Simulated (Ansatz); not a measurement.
`Cl[SiH2]BBr` + H–F → `FBBr` + `[SiH3]Cl` at 600 K and 1 bar (cleavage of the B–Si bond).

Program: Ansatz. Geometries: PBE0-D4/def2-TZVP. ΔE: electronic, gas phase. CCSD(T)/CBS is the MP2 limit (def2-TZVPP, def2-QZVPP) plus CCSD(T) − MP2 in def2-TZVPP, frozen cores. This one scheme is used for every species. For Br outer-core shells are correlated without core-valence functions, which leaves a few kJ/mol of doubt a bond. Scalar relativity is left out up to krypton. Each species was taken in one conformer, which may not be the lowest.

```
      species  CCSD(T)/CBS energy (Eh)  H − E (kJ/mol)  S (J/(mol·K))
`Cl[SiH2]BBr`              -3348.83281           134.0          425.8
          H–F               -100.39570            42.3          194.0
       `FBBr`              -2698.59010            70.1          312.6
   `[SiH3]Cl`               -750.69636            99.4          294.6
```

H − E and S are ideal-gas, rigid-rotor, harmonic terms from PBE0-D4/def2-TZVP, for one conformer and one mirror image of each species. 1 Eh = 2625.50 kJ/mol, R = 8.31446 J/(mol·K).

**Question.** By hand: ΔE, ΔH, ΔS and ΔG.

**Answer.** ΔE = (-2698.59010) + (-750.69636) − (-3348.83281) − (-100.39570) = -0.05795 Eh = -152.1 kJ/mol. Δ(H − E) = 70.1 + 99.4 − 134.0 − 42.3 = -6.8, so ΔH = -158.9 kJ/mol. ΔS = 312.6 + 294.6 − 425.8 − 194.0 = -12.6 J/(mol·K). ΔG = -158.9 − 600 × (-12.6)/1000 = -151.3 kJ/mol.

**Question.** By hand: the equilibrium constant, and the temperature at which ΔG would vanish if ΔH and ΔS stayed fixed.

**Answer.** log₁₀ K = −ΔG/(RT ln 10) = 13.2. ΔG = 0 at ΔH/ΔS = 12611 K, far beyond where these terms or the molecules hold.

The number of gas molecules stays the same, so ΔS is small and ΔH decides. A doubt of 5 kJ/mol in ΔE shifts log₁₀ K by 0.4 here. Other conformers and mirror images would add mixing entropy, several J/(mol·K) or more a flexible species. Modes under 60 cm⁻¹, often nearly free rotors, make the harmonic entropy too high. These are equilibria of isolated gas molecules and say nothing of rates. Largest T1 diagnostic: 0.011 (customary marks: 0.02 for closed shells, 0.045 for open ones).
